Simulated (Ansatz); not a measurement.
A search over several starts for the lowest SCF solution of the cluster SiPt₂ at the given spin, in a small basis.

```yaml
crystal:
  periodic: [false, false, false]
  atoms:
    - {symbol: Pt, position_ang: [-0.000599, -2.044887, -0.329745]}
    - {symbol: Pt, position_ang: [0.000574, 2.044877, 0.329763]}
    - {symbol: Si, position_ang: [0.000025, -0.000001, -0.000017]}
basis:
  gaussian: {orbitals: def2-SVP}
magnetization: {spin_polarized: true, initial_magnetization: 0}
hamiltonian: {xc: pbe0, dispersion: d4}
output: {orbitals: {seedname: orbitals}}
```

```sh
$ ansatz run in.yaml --threads 4 --pin off --events-out ev --progress --plain --max-ram 3916MiB
```

Shortened log:

```
Functional definition: PBE0
818 factors; integrals over basis functions are off by at most 5.4e-4 eV
mean field evaluation 1: about -14360.9743 eV, gradient 3.5e1 eV
mean field evaluation 2: about -14330.9201 eV, gradient 9.2e1 eV
mean field evaluation 4: about -14366.8069 eV, gradient 3.6e0 eV
mean field evaluation 8: about -14366.8910 eV, gradient 6.0e-2 eV
mean field evaluation 16: about -14366.8910 eV, gradient 9.4e-6 eV
mean field -14366.89102868 eV, -527.9735070757 hartree, gradient 9.3e-6 eV, S^2 0.000000; 0 other end points of the search recorded, 0 dependent functions left out
reference -14366.89105707 eV, -527.9735081187 hartree; 25, 25 occupied and 57, 57 virtual orbitals, 818 factors
Total energy: -14367.00744785 eV, -527.9777854012 hartree
```

Hardware: 4 threads of Arm Neoverse V1 on a shared host. Wall time 1.6 s.

In the def2 sets Pt takes a core potential; there is no spin–orbit coupling. The structure comes from a short search, and lower isomers may exist.
